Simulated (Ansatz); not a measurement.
Isolated molecules relaxed with PBE0-D4/def2-TZVP in Ansatz; ΔE leaves out vibrations. CCSD(T)/CBS adds triple-zeta CCSD(T) − MP2 to the extrapolated MP2 energy (def2 sets, frozen cores). This one scheme is used for every species. Functionals use def2-TZVPP. B3LYP here is the variant with VWN-RPA as its local correlation; programs differ in this. For Ge outer-core shells are correlated without core-valence functions, which leaves a few kJ/mol of doubt a bond. Scalar relativity is left out up to krypton. One conformer a species, not always the lowest.

Consider the ligand exchange at the Si–O bond: `BO[SiH2][GeH3]` + `[NH2][AlH2]` → `[AlH2][NH][SiH2][GeH3]` + `BO`.

```json
{"level": "PBE-D4", "ΔE (kcal/mol)": "5.0"}
{"level": "B3LYP-D4", "ΔE (kcal/mol)": "6.7"}
{"level": "r2SCAN", "ΔE (kcal/mol)": "6.5"}
{"level": "PBE0", "ΔE (kcal/mol)": "5.6"}
{"level": "B3LYP", "ΔE (kcal/mol)": "7.3"}
{"level": "MP2/def2-TZVPP", "ΔE (kcal/mol)": "5.9"}
{"level": "HF/def2-QZVPP", "ΔE (kcal/mol)": "8.9"}
{"level": "MP2/def2-QZVPP", "ΔE (kcal/mol)": "6.2"}
```

**Question.** What does CCSD(T)/CBS give? (Best estimate.)

**Answer.** Ansatz gave: +6.4 kcal/mol. The listed levels differ from it by -1.4, 0.3, 0.1, -0.8, 0.9, -0.5, 2.5, -0.2 kcal/mol.

Largest T1 diagnostic among the species: 0.014.

In def2-TZVPP, CCSD(T) changes the Hartree–Fock value by −2.7 kcal/mol (the triples alone add −0.5 kcal/mol) and MP2 by −2.8 kcal/mol.
